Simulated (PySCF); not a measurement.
An unknown shows these calculated signals:

$^{1}$H NMR (600 MHz, computed): δ 4.62 (br, 1H), 3.98 (s, 3H), 2.06 (t, 2H), 1.46 (m, 2H), 0.96 (t, 3H).

$^{13}$C{$^{1}$H} NMR (computed): δ 102.5 (C), 92.1 (C), 85.7 (C), 72.3 (C), 62.6 (CH3), 26.2 (CH2), 23.5 (CH2), 15.7 (CH3).

[PySCF 2.14: PBE0-D3(BJ)/def2-SVP geometry; σ from GIAO-CAM-B3LYP/pcSseg-1; relativity neglected; no solvent; one averaged value for each set of equivalent atoms; a single conformation]

Scale: $^{1}$H (σref 31.33), $^{13}$C (σref 182.45) against TMS (reference shieldings calculated alike).

Which of these does the molecule contain: an S-methyl group, a CH3CH2 unit, a CF3 group, a C≡C triple bond, a vinyl group CH=CH2?

## Answers


- An S-methyl group: no.
- A CH3CH2 unit: yes (δC 15.7, 26.2; δH 0.96 (t), 1.46 (m)).
- A CF3 group: no.
- A C≡C triple bond: yes (δC 92.1, 72.3).
- A vinyl group CH=CH2: no.

The data belong to `InChI=1S/C8H11BO/c1-3-4-5-6-7-8-9-10-2/h9H,3-4H2,1-2H3`; they needn't prove each group on their own.

Carbon signals by region: 1 in the sp2 and nitrile region (100–160 ppm), 4 at 50–100 ppm, 3 below 50 ppm.

Hydrogens on boron are broadened and split by $^{11}$B (spin 3/2, 80 %) and 10B (spin 3). A carbon bonded to boron is broadened by the quadrupolar boron nucleus and is often missing from a measured spectrum. Shifts are as computed, not scaled to solution data. Of 1313 compounds with measured shifts, 239 miss one by over three times the rms of a fit or turn the order of signals round; such compounds aren't used in these exercises. No couplings were computed; multiplicities are counted from neighbouring protons, with m where these are inequivalent, close in shift, in a saturated or five-membered ring or joined by F or P, and br s for small geminal =CH2 splittings.
